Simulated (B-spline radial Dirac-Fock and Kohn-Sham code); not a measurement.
**Energy-loss ionisation edge N1 of Ag**

System: neutral silver, configuration [Kr] 4d10 5s1. The computed values come from a radial B-spline solver: the first Born approximation with generalised oscillator strengths from a Dirac-Hartree-Slater potential (longitudinal and transverse terms; continuum final states only, so no white lines or fine structure). The edge is taken at 97.00 eV (tabulated value).

Partial cross sections σ(β, Δ) in barn, integrated over a window Δ above the edge and up to the collection semi-angle β, for parallel illumination:

| E₀ (kV) | β (mrad) | Δ = 25 eV | Δ = 50 eV | Δ = 100 eV | Δ = 200 eV | Δ = 300 eV |
| --- | --- | --- | --- | --- | --- | --- |
| 60 | 20 | 2960 | 5110 | 7830 | 10500 | 11600 |
| 60 | 50 | 5710 | 10800 | 16500 | 20900 | 22800 |
| 80 | 5 | 1320 | 2300 | 3570 | 4670 | 5080 |
| 80 | 10 | 1820 | 3170 | 4980 | 6690 | 7380 |
| 80 | 20 | 2690 | 4670 | 7080 | 9430 | 10500 |
| 80 | 100 | ? | ? | ? | ? | ? |
| 120 | 10 | 1570 | 2730 | 4290 | 5810 | 6450 |
| 120 | 20 | 2430 | 4290 | 6390 | 8400 | 9300 |
| 200 | 5 | 1020 | 1780 | 2820 | 3820 | 4220 |
| 200 | 10 | 1380 | 2400 | 3730 | 5060 | 5640 |
| 200 | 20 | 2230 | 4070 | 6070 | 7800 | 8600 |
| 200 | 50 | 2710 | 5330 | 8610 | 11600 | 13100 |
| 300 | 50 | 2230 | 4370 | 7070 | 9530 | 10800 |
| 300 | 100 | 2230 | 4370 | 7070 | 9540 | 10800 |

Q: Give the row for 80 kV and 100 mrad.

A: 4930 b for 25 eV, 9720 b for 50 eV, 15700 b for 100 eV, 21000 b for 200 eV, 23900 b for 300 eV.
